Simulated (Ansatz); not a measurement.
The cluster K₂H₂. Charge 0, multiplicity 1. Geometry r2SCAN-D4/def2-TZVP.

```xyz
4

K     0.555   -1.483   -0.846
K    -0.553    1.483    0.846
H    -0.020    0.850   -1.506
H     0.019   -0.850    1.506
```

The 6-31G sets use Cartesian d functions. B3LYP takes the VWN-RPA correlation. The structure comes from a short search, and lower isomers may exist.

(1) Estimate the orbital energies around the gap (eV) in Ansatz with B97M-V/def2-TZVP, B3LYP-D4/6-31G, PBE0-D4/def2-SVP, ωB97X-V/def2-TZVP, ωB97M-V/def2-TZVP.

## Answers

(1) 
| orbital | B97M-V/def2-TZVP | B3LYP-D4/6-31G | PBE0-D4/def2-SVP | ωB97X-V/def2-TZVP | ωB97M-V/def2-TZVP |
| --- | --- | --- | --- | --- | --- |
| HOMO−5 | -18.59 | -19.37 | -19.94 | -22.36 | -22.24 |
| HOMO−4 | -18.42 | -19.22 | -19.79 | -22.23 | -22.11 |
| HOMO−3 | -18.40 | -19.18 | -19.75 | -22.18 | -22.06 |
| HOMO−2 | -18.39 | -19.18 | -19.74 | -22.17 | -22.06 |
| HOMO−1 | -4.11 | -4.69 | -4.83 | -7.22 | -7.07 |
| HOMO | -3.60 | -4.12 | -4.23 | -6.58 | -6.40 |
| LUMO | -0.87 | -0.79 | -0.59 | 0.46 | -0.09 |
| LUMO+1 | -0.63 | -0.53 | -0.29 | 0.74 | 0.18 |
| LUMO+2 | 0.15 | -0.09 | 0.57 | 1.90 | 1.37 |
| LUMO+3 | 0.98 | 0.42 | 1.01 | 2.45 | 1.85 |
| LUMO+4 | 1.00 | 0.47 | 1.11 | 2.52 | 1.92 |
| LUMO+5 | 1.06 | 0.53 | 1.43 | 2.61 | 2.05 |
